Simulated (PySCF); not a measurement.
Sn(F)2(Br)(OH) (BrF2HOSn), SMILES [OH][Sn]([F])([F])[Br].

Coordinates come from a B3LYP-D3(BJ)/def2-SVP optimisation. The def2 effective core potentials stand for the cores of Sn; spin–orbit coupling is left out. Other conformers were not sampled.

Calculation: B3LYP/def2-TZVP (PySCF).

Symmetry labels are those of the subgroup Cs that the program uses (full group Cs).

List the valence orbital energies around the gap with their symmetry. (Estimate from the structure and the level; the computed values follow.)


| orbital | symmetry | energy (eV) |
|---|---|---|
| HOMO−7 | A' | -11.69 |
| HOMO−6 | A" | -11.35 |
| HOMO−5 | A" | -11.21 |
| HOMO−4 | A' | -10.91 |
| HOMO−3 | A' | -10.45 |
| HOMO−2 | A" | -9.84 |
| HOMO−1 | A' | -9.29 |
| HOMO | A" | -9.29 |
| LUMO | A' | -3.68 |
| LUMO+1 | A' | -0.34 |
| LUMO+2 | A" | -0.26 |
| LUMO+3 | A' | 0.03 |
